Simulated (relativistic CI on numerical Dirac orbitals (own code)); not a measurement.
Calculated at this level of theory: Dirac-Coulomb-Breit CI, separate exchange-only KLI orbitals for each configuration, a model potential for QED, unscaled Slater integrals (own radial code, finite nucleus).

Configurations in the expansion: 1s², 1s2s, 1s2p, 1s3s, 1s3p, 1s3d, 1s4s, 1s4p, 1s4d, 1s4f, 1s5s, 1s5p, 1s5d, 1s5f, 1s5g, 1s6s, 1s6p, 1s6d, 2s². Levels of other configurations are missing.

At this charge energies of transitions that change n are usually good to better than 1 %, and those within a shell (Δn = 0) to a few per cent.

Outline of the computed level scheme of Tm LXVIII. Lowest level of each configuration: 1s² ¹S0 at 0.0 eV; 1s2s ³S1 at 50693.5 eV; 1s2p ³P°1 at 50799.0 eV; 1s3s ³S1 at 60441.9 eV; 1s3p ³P°1 at 60470.2 eV; 1s3d ³D2 at 60821.6 eV; 1s4s ³S1 at 63792.1 eV; 1s4p ³P°1 at 63803.5 eV; 1s4d ³D2 at 63950.9 eV.

Some strong electric-dipole decays among the lowest 27 levels: 1s2p ¹P°1 → 1s² ¹S0 (1.7e+16 s⁻¹); 1s2p ³P°1 → 1s² ¹S0 (9.0e+15 s⁻¹); 1s3p ¹P°1 → 1s² ¹S0 (4.9e+15 s⁻¹); 1s3p ³P°1 → 1s² ¹S0 (2.2e+15 s⁻¹); 1s4p ¹P°1 → 1s² ¹S0 (2.0e+15 s⁻¹); 1s3d ³D3 → 1s2p ³P°2 (1.4e+15 s⁻¹); 1s3d ³D2 → 1s2p ³P°1 (1.3e+15 s⁻¹); 1s3d ¹D2 → 1s2p ¹P°1 (1.2e+15 s⁻¹).

LS names give the leading component of a level, which can be under half, so a name can repeat, a term be missing and a line seem to break the LS rules.
